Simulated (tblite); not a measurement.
A geometry optimisation, step by step.

C3H7Si2 (doublet state).
SMILES with atom numbers: `[SiH2:1][C@@H:2]1[CH:3]=[CH:4][SiH2:5]1` (hydrogens: H6, H7 on Si1; H8 on C2; H9 on C3; H10 on C4; H11, H12 on Si5)
Bond orders are those of one Lewis drawing.

Computed with GFN2-xTB (tblite), gas phase: L-BFGS steps from a force-field or distance-geometry start until the largest atomic force falls under 0.01 eV/Å. 14 of its 91 geometries are shown.

Step 0: E = -361.6704 eV, largest atomic force 4.454 eV/Å
```
atom  x, y, z in Å  |  force x, y, z in eV/Å
Si1     2.042    0.065    0.335    0.308  -0.119  -0.379
C2      0.220   -0.089    0.782    2.313  -1.695   3.408
C3     -0.455   -1.221    0.104   -1.291   1.017  -1.176
C4     -1.327   -0.497   -0.637   -0.317  -1.526  -0.479
Si5    -0.801    1.159   -0.040   -1.657   2.103  -1.131
H6      2.419   -1.141   -0.406    0.190  -0.037   0.068
H7      2.183    1.216   -0.573    0.281  -0.055   0.124
H8      0.068   -0.178    1.889    0.259   0.128  -0.499
H9     -0.306   -2.290    0.170    0.099   0.259   0.107
H10    -2.086   -0.811   -1.323   -0.160  -0.474  -0.257
H11    -1.868    1.818    0.702    0.116   0.223   0.106
H12    -0.089    1.968   -1.029   -0.141   0.175   0.107
```

Step 7: E = -362.1147 eV, largest atomic force 0.292 eV/Å
```
atom  x, y, z in Å  |  force x, y, z in eV/Å
Si1     2.063    0.023    0.301   -0.211  -0.089  -0.134
C2      0.237   -0.093    0.860    0.195  -0.160  -0.131
C3     -0.500   -1.158    0.089    0.026  -0.110   0.070
C4     -1.381   -0.529   -0.697    0.015   0.241   0.120
Si5    -0.882    1.178   -0.065   -0.218   0.048  -0.139
H6      2.497   -1.186   -0.419    0.004   0.131   0.116
H7      2.266    1.211   -0.551    0.117  -0.191   0.138
H8      0.120   -0.204    1.947    0.017   0.067  -0.284
H9     -0.309   -2.218    0.171    0.018  -0.061   0.045
H10    -2.101   -0.952   -1.385    0.214  -0.012   0.071
H11    -1.865    1.898    0.730   -0.022   0.098   0.044
H12    -0.144    2.028   -1.008   -0.156   0.038   0.084
```

Step 14: E = -362.1557 eV, largest atomic force 0.153 eV/Å
```
atom  x, y, z in Å  |  force x, y, z in eV/Å
Si1     2.053   -0.008    0.278   -0.014  -0.013   0.068
C2      0.236   -0.089    0.826    0.030   0.064   0.019
C3     -0.503   -1.165    0.089   -0.012   0.010   0.014
C4     -1.392   -0.535   -0.686    0.018   0.110  -0.022
Si5    -0.934    1.187   -0.068    0.033  -0.007  -0.007
H6      2.533   -1.204   -0.406   -0.001  -0.056   0.004
H7      2.342    1.178   -0.521    0.069   0.024  -0.023
H8      0.136   -0.182    1.910   -0.011   0.039  -0.033
H9     -0.312   -2.224    0.182    0.028  -0.021  -0.009
H10    -2.064   -0.985   -1.397   -0.070   0.012  -0.009
H11    -1.877    1.950    0.759    0.066  -0.122  -0.055
H12    -0.215    2.076   -0.993   -0.138  -0.040   0.052
```

Step 21: E = -362.1685 eV, largest atomic force 0.114 eV/Å
```
atom  x, y, z in Å  |  force x, y, z in eV/Å
Si1     2.074   -0.024    0.283   -0.048  -0.009   0.066
C2      0.249   -0.079    0.807   -0.023   0.090   0.006
C3     -0.502   -1.159    0.084    0.037  -0.012  -0.018
C4     -1.392   -0.534   -0.695    0.002   0.054   0.032
Si5    -0.943    1.180   -0.071    0.008   0.110  -0.028
H6      2.538   -1.236   -0.382   -0.003  -0.046  -0.001
H7      2.424    1.153   -0.506    0.018   0.017  -0.013
H8      0.132   -0.139    1.892    0.034  -0.048  -0.027
H9     -0.304   -2.216    0.179    0.015  -0.073  -0.002
H10    -2.082   -0.972   -1.396   -0.035  -0.055  -0.003
H11    -1.880    1.912    0.776   -0.046  -0.062   0.066
H12    -0.313    2.115   -0.997    0.042   0.033  -0.079
```

Step 28: E = -362.1756 eV, largest atomic force 0.034 eV/Å
```
atom  x, y, z in Å  |  force x, y, z in eV/Å
Si1     2.086   -0.035    0.294   -0.006   0.003  -0.009
C2      0.254   -0.059    0.790    0.006   0.004  -0.010
C3     -0.496   -1.146    0.073    0.018   0.017  -0.005
C4     -1.395   -0.524   -0.698    0.001  -0.034   0.004
Si5    -0.950    1.196   -0.086    0.016  -0.011   0.026
H6      2.532   -1.264   -0.358   -0.007  -0.003   0.014
H7      2.479    1.132   -0.494   -0.006  -0.010   0.004
H8      0.137   -0.128    1.875   -0.005   0.006  -0.023
H9     -0.296   -2.205    0.174   -0.006   0.032  -0.007
H10    -2.095   -0.976   -1.381   -0.010  -0.010  -0.009
H11    -1.896    1.860    0.809   -0.016   0.009   0.014
H12    -0.360    2.147   -1.026    0.013  -0.003   0.001
```

Step 35: E = -362.1760 eV, largest atomic force 0.019 eV/Å
```
atom  x, y, z in Å  |  force x, y, z in eV/Å
Si1     2.087   -0.035    0.294    0.001   0.005   0.001
C2      0.256   -0.055    0.786   -0.009  -0.006   0.001
C3     -0.492   -1.143    0.069   -0.006   0.001   0.012
C4     -1.397   -0.524   -0.698    0.004  -0.014   0.003
Si5    -0.952    1.197   -0.083   -0.008  -0.006  -0.007
H6      2.530   -1.269   -0.350    0.001  -0.004   0.006
H7      2.482    1.129   -0.495    0.003  -0.002  -0.009
H8      0.136   -0.124    1.870    0.001  -0.004   0.001
H9     -0.292   -2.201    0.171    0.007   0.010  -0.015
H10    -2.098   -0.980   -1.379    0.002   0.008   0.006
H11    -1.899    1.858    0.814   -0.002   0.004   0.002
H12    -0.359    2.146   -1.023    0.006   0.008  -0.001
```

Step 42: E = -362.1762 eV, largest atomic force 0.021 eV/Å
```
atom  x, y, z in Å  |  force x, y, z in eV/Å
Si1     2.086   -0.032    0.293    0.008   0.003   0.003
C2      0.255   -0.052    0.785   -0.006  -0.018   0.001
C3     -0.491   -1.142    0.068    0.002   0.001  -0.021
C4     -1.399   -0.525   -0.696   -0.006   0.007   0.000
Si5    -0.957    1.197   -0.082    0.002   0.003   0.004
H6      2.527   -1.274   -0.338    0.005   0.001   0.005
H7      2.484    1.125   -0.504   -0.003  -0.006  -0.009
H8      0.135   -0.123    1.869    0.000  -0.003   0.009
H9     -0.281   -2.199    0.160   -0.002   0.007   0.005
H10    -2.101   -0.980   -1.377    0.012   0.001   0.009
H11    -1.902    1.859    0.815   -0.003   0.003  -0.003
H12    -0.355    2.146   -1.018   -0.007   0.002  -0.003
```

Step 48: E = -362.1766 eV, largest atomic force 0.036 eV/Å
```
atom  x, y, z in Å  |  force x, y, z in eV/Å
Si1     2.087   -0.028    0.296    0.002  -0.006  -0.011
C2      0.254   -0.053    0.786    0.017   0.032   0.000
C3     -0.486   -1.140    0.061    0.001  -0.001   0.016
C4     -1.402   -0.523   -0.693    0.010   0.011  -0.012
Si5    -0.959    1.199   -0.077   -0.004   0.007  -0.002
H6      2.529   -1.279   -0.316    0.009   0.005   0.013
H7      2.484    1.114   -0.525   -0.014  -0.008   0.001
H8      0.133   -0.129    1.869    0.001  -0.009  -0.003
H9     -0.270   -2.195    0.145   -0.004  -0.023   0.002
H10    -2.102   -0.979   -1.373   -0.013   0.005  -0.014
H11    -1.909    1.863    0.814    0.004  -0.001   0.003
H12    -0.357    2.148   -1.013   -0.011  -0.011   0.007
```

Step 55: E = -362.1779 eV, largest atomic force 0.083 eV/Å
```
atom  x, y, z in Å  |  force x, y, z in eV/Å
Si1     2.091   -0.013    0.298   -0.019  -0.008   0.020
C2      0.258   -0.041    0.784   -0.027  -0.078  -0.011
C3     -0.466   -1.127    0.034   -0.045  -0.004   0.020
C4     -1.405   -0.509   -0.692    0.008  -0.020   0.006
Si5    -0.979    1.207   -0.054    0.039  -0.016   0.027
H6      2.566   -1.308   -0.189    0.013   0.013   0.020
H7      2.467    1.052   -0.626   -0.012   0.018  -0.029
H8      0.134   -0.154    1.865    0.015   0.035  -0.045
H9     -0.230   -2.182    0.089   -0.007   0.051   0.003
H10    -2.112   -0.958   -1.370    0.013  -0.014  -0.020
H11    -1.933    1.876    0.827   -0.007  -0.013   0.043
H12    -0.390    2.156   -0.993    0.031   0.037  -0.033
```

Step 62: E = -362.1859 eV, largest atomic force 0.154 eV/Å
```
atom  x, y, z in Å  |  force x, y, z in eV/Å
Si1     2.084    0.014    0.282    0.045  -0.029  -0.031
C2      0.257   -0.050    0.778   -0.023   0.009   0.020
C3     -0.469   -1.115    0.005    0.080   0.041  -0.044
C4     -1.412   -0.479   -0.700    0.020  -0.036   0.004
Si5    -0.983    1.220   -0.014   -0.039  -0.029  -0.056
H6      2.669   -1.315    0.061   -0.039   0.149   0.001
H7      2.359    0.940   -0.816    0.011  -0.096   0.004
H8      0.159   -0.193    1.857   -0.031   0.021   0.015
H9     -0.195   -2.161    0.019   -0.097  -0.016  -0.013
H10    -2.107   -0.908   -1.406    0.013  -0.011   0.029
H11    -1.942    1.871    0.878    0.037  -0.022   0.021
H12    -0.418    2.173   -0.971    0.022   0.018   0.051
```

Step 69: E = -362.2025 eV, largest atomic force 0.102 eV/Å
```
atom  x, y, z in Å  |  force x, y, z in eV/Å
Si1     2.075    0.050    0.263    0.022   0.025  -0.021
C2      0.255   -0.049    0.766   -0.006   0.004  -0.016
C3     -0.464   -1.104   -0.028   -0.019   0.002  -0.002
C4     -1.407   -0.459   -0.724   -0.014  -0.004  -0.013
Si5    -0.992    1.226   -0.001   -0.012  -0.003   0.007
H6      2.762   -1.240    0.292   -0.001   0.031  -0.012
H7      2.289    0.762   -0.996    0.011  -0.065   0.011
H8      0.161   -0.193    1.845   -0.004  -0.055  -0.020
H9     -0.225   -2.159   -0.048    0.063   0.021   0.078
H10    -2.093   -0.893   -1.433   -0.033   0.035  -0.020
H11    -1.916    1.833    0.956   -0.026  -0.004  -0.013
H12    -0.445    2.226   -0.917    0.020   0.014   0.021
```

Step 76: E = -362.2136 eV, largest atomic force 0.067 eV/Å
```
atom  x, y, z in Å  |  force x, y, z in eV/Å
Si1     2.066    0.080    0.230    0.031   0.005  -0.059
C2      0.252   -0.046    0.744    0.009   0.001   0.006
C3     -0.462   -1.091   -0.063   -0.017   0.000   0.012
C4     -1.409   -0.440   -0.750    0.009   0.003   0.011
Si5    -1.008    1.234    0.014   -0.012   0.001   0.050
H6      2.843   -1.129    0.497    0.005   0.000   0.003
H7      2.245    0.535   -1.149   -0.007  -0.029   0.042
H8      0.173   -0.230    1.817    0.024   0.013   0.023
H9     -0.207   -2.142   -0.066   -0.019   0.011  -0.046
H10    -2.102   -0.854   -1.466    0.015   0.006   0.013
H11    -1.921    1.796    1.009   -0.056  -0.014  -0.032
H12    -0.468    2.285   -0.845    0.017   0.004  -0.023
```

Step 83: E = -362.2189 eV, largest atomic force 0.036 eV/Å
```
atom  x, y, z in Å  |  force x, y, z in eV/Å
Si1     2.068    0.083    0.198    0.005   0.007   0.006
C2      0.260   -0.042    0.738    0.002   0.001  -0.001
C3     -0.457   -1.077   -0.081    0.001  -0.002   0.003
C4     -1.411   -0.419   -0.750   -0.005  -0.002   0.001
Si5    -1.018    1.242    0.042   -0.016   0.002   0.008
H6      2.880   -1.060    0.615    0.001   0.011  -0.024
H7      2.230    0.384   -1.222   -0.004  -0.023   0.028
H8      0.202   -0.241    1.810    0.012   0.010  -0.001
H9     -0.193   -2.125   -0.118   -0.006   0.003  -0.004
H10    -2.104   -0.826   -1.468   -0.002   0.001  -0.009
H11    -1.978    1.774    1.010   -0.001  -0.011  -0.004
H12    -0.478    2.307   -0.801    0.013   0.003  -0.004
```

Step 90: E = -362.2193 eV, largest atomic force 0.009 eV/Å
```
atom  x, y, z in Å  |  force x, y, z in eV/Å
Si1     2.067    0.087    0.195   -0.005   0.005  -0.003
C2      0.259   -0.041    0.736    0.003   0.000   0.002
C3     -0.458   -1.075   -0.083    0.002  -0.001   0.002
C4     -1.412   -0.416   -0.752    0.001   0.003   0.000
Si5    -1.021    1.243    0.045    0.001   0.003  -0.001
H6      2.893   -1.039    0.629    0.006  -0.007  -0.001
H7      2.224    0.347   -1.233   -0.003  -0.001   0.000
H8      0.209   -0.240    1.809   -0.007   0.002   0.003
H9     -0.197   -2.123   -0.120    0.000  -0.003  -0.002
H10    -2.104   -0.820   -1.474    0.003  -0.001   0.001
H11    -1.986    1.765    1.012   -0.002  -0.002   0.000
H12    -0.474    2.312   -0.789    0.000   0.002  -0.001
```

Q: Summarise the path.

A: The energy falls by 12.66 kcal/mol from step 0 to step 90; nine tenths of that is first reached at step 19. It rises by more than 0.2 meV at step 67. The largest force goes from 4.454 to 0.009 eV/Å. Among the bonds C2–Si5 changes most, from 1.810 to 1.941 Å; the atoms move by 0.523 Å rms after alignment.

Q: Follow the three bonds and two angles with the largest change from start to end.

A: 
```
step  E above end (kcal/mol)  largest force (eV/Å)  C2–Si5 (Å)  C4–Si5 (Å)  C2–H8 (Å)  C2–C3–C4 (°)  C2–C3–H9 (°)
   0                   12.66                 4.454       1.810       1.838      1.120          97.8         131.6
   4                    3.98                 0.569       1.957       1.864      1.095         105.5         124.8
   8                    2.11                 0.351       1.927       1.885      1.094         106.6         124.7
  12                    1.60                 0.132       1.948       1.879      1.092         106.3         124.6
  16                    1.38                 0.113       1.945       1.887      1.091         105.6         125.3
  20                    1.21                 0.134       1.943       1.878      1.092         106.0         124.8
  23                    1.07                 0.150       1.944       1.883      1.093         106.2         124.8
  27                    1.01                 0.051       1.947       1.880      1.093         105.8         124.9
  31                    1.00                 0.019       1.946       1.881      1.092         106.0         124.9
  35                    1.00                 0.019       1.945       1.881      1.092         106.0         124.8
  39                    1.00                 0.018       1.945       1.881      1.092         106.0         124.8
  43                    0.99                 0.024       1.944       1.881      1.092         106.0         124.9
  47                    0.99                 0.026       1.945       1.881      1.093         106.0         124.7
  51                    0.98                 0.022       1.945       1.882      1.092         106.0         124.9
  55                    0.96                 0.083       1.947       1.880      1.094         106.0         124.9
  59                    0.86                 0.104       1.947       1.880      1.091         106.1         124.4
  63                    0.74                 0.117       1.945       1.881      1.093         106.0         124.0
  67                    0.81                 0.559       1.942       1.880      1.093         105.8         126.9
  70                    0.34                 0.148       1.941       1.883      1.092         105.9         126.0
  74                    0.16                 0.102       1.939       1.883      1.092         105.9         124.3
  78                    0.08                 0.102       1.940       1.883      1.092         105.9         124.6
  82                    0.02                 0.045       1.941       1.881      1.092         105.9         124.7
  86                    0.00                 0.015       1.941       1.881      1.092         105.9         124.9
  90                    0.00                 0.009       1.941       1.881      1.092         105.9         124.8
```

What follows is the cost of the whole relaxation. The run took 0.47 s wall on one thread of an Intel Xeon Platinum 8488C (shared host).
